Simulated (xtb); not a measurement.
BeO, SMILES [Be]=[O]. All values are semi-empirical tight-binding results from xtb (GFN2-xTB unless named), good for trends rather than for accurate numbers. The structure is a stationary point at GFN2-xTB.

For metal compounds this method's bond lengths and energies can be far off.

| Item | Result |
|---|---|
| point group as xtb finds it | C∞v |
| orbital gap | 4.23 eV |

**Question.** Give the IR lines (harmonic; lines under 4 % of the strongest left out, lines within 3 cm⁻¹ merged). (The exact figures need the calculation; the answer reports its results.)

**Answer.** ν (cm⁻¹): 1599 (vs) (against the strongest line: vs over 80 %, s over 45 %, m over 15 %, w over 4 %, vw less)
